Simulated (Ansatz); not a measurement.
**Question.** Name a neutral molecule of C and H with HOMO energy (ωB97M-V/def2-TZVPP) between -10.40 and -10.10 eV and LUMO energy (PBE0/def2-TZVPP) between 1.25 and 1.55 eV (Ansatz, PBE0-D4/def2-TZVP geometry).

**Answer.** `C[C@H]1CC[C@H](C)CC1` (-10.39 eV, 1.28 eV). Other molecules can fit too; these were computed, each in one conformer that needn't be the lowest.
